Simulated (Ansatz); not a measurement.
One change: `C/C=C(\N)F` becomes `N/C(F)=C/[SiH3]`.

Ansatz, PBE0-D4/def2-TZVP geometries, multiplicity 1. Each molecule was computed in one conformer, which needn't be the lowest.

```tsv
property	`C/C=C(\N)F`
HOMO–LUMO gap (ωB97M-V/def2-TZVPP) / eV	10.57
HOMO energy (B3LYP/def2-TZVPP) / eV	-5.86
HOMO–LUMO gap (B3LYP/def2-TZVPP) / eV	6.37
HOMO energy (PBE/def2-TZVPP) / eV	-4.86
LUMO energy (B3LYP/def2-TZVPP) / eV	0.51
size of the dipole moment (ωB97M-V/def2-TZVPP) / D	2.20
```

Q: What does the change do to each property? (Best estimate.)

A: Ansatz gave: 
| property | `N/C(F)=C/[SiH3]` | shift |
| --- | --- | --- |
| HOMO–LUMO gap (ωB97M-V/def2-TZVPP) / eV | 10.76 | 0.19 |
| HOMO energy (B3LYP/def2-TZVPP) / eV | -6.33 | -0.47 |
| HOMO–LUMO gap (B3LYP/def2-TZVPP) / eV | 6.35 | -0.02 |
| HOMO energy (PBE/def2-TZVPP) / eV | -5.37 | -0.51 |
| LUMO energy (B3LYP/def2-TZVPP) / eV | 0.02 | -0.49 |
| size of the dipole moment (ωB97M-V/def2-TZVPP) / D | 3.36 | 1.16 |

With PBE0 the HOMO falls by 0.49 eV and the LUMO falls by 0.60 eV, so the gap narrows by about 0.11 eV. PBE moves the HOMO by -0.51 eV and ωB97M-V by -0.45 eV. Dipoles are sizes alone; their direction can turn.

B3LYP here is the variant with VWN-RPA as its local correlation; programs differ in this.
